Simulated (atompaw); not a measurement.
PBE PAW (atompaw) dataset for Cl (Z = 17), non-relativistic all-electron reference.

```
Element                 : Cl
Generator               : atompaw 4.2.0.5
Type                    : PAW
Functional              : PBE
Relativity              : non-relativistic
Frozen core             : [Ne]
Valence charge          : 7
Reference configuration : 3s2 3p4.5 (charge +0.5)
Partial waves           : 3s (bound): rc 1.20 bohr; 3s channel at 3.3 Ry: rc 1.20 bohr; 3p (bound): rc 1.30 bohr; 3p channel at 3.4 Ry: rc 1.30 bohr
Local potential         : bessel scheme, radius 0.90 bohr
Core correction         : smooth core density matched at 1.25 bohr
Augmentation charge     : sinc compensation charge, radius 1.25 bohr; PAW radius 1.30 bohr; waves and projectors: custom rrkj gramschmidtortho
```

All-electron outer shells of the reference configuration (PBE, non-relativistic, ld1.x):

| shell | level (eV) | outermost node (bohr) | outermost maximum (bohr) |
| --- | --- | --- | --- |
| 3s | -26.02 | 0.56 | 1.27 |
| 3p | -13.82 | 0.53 | 1.41 |

What the tests gave:

```json
{
 "Cutoffs needed": "30 Ry and 50 Ry (the cutoffs (Ry, on a coarse ladder) from which the occupation-weighted sum of valence levels, in a spherical-Bessel basis at the reference potential, stays within 10 and 1 mRy of its value at 400 Ry)",
 "Ghost test": "no extra level below or beside the all-electron valence levels (s, p, d, f tested) (spherical-Bessel basis up to 400 Ry, 20 bohr box)",
 "Lowest eigenvalue of the overlap operator": "0.49 (s channel)",
 "Overlap eigenvalues printed by atompaw (projector basis)": "0.285, 0.464, 3.09, 4.12",
 "Share of each valence orbital outside the PAW sphere": "3s 61 %, 3p 71 %"
}
```

Generation and tests took about 0.24 s on one core of a shared server CPU.
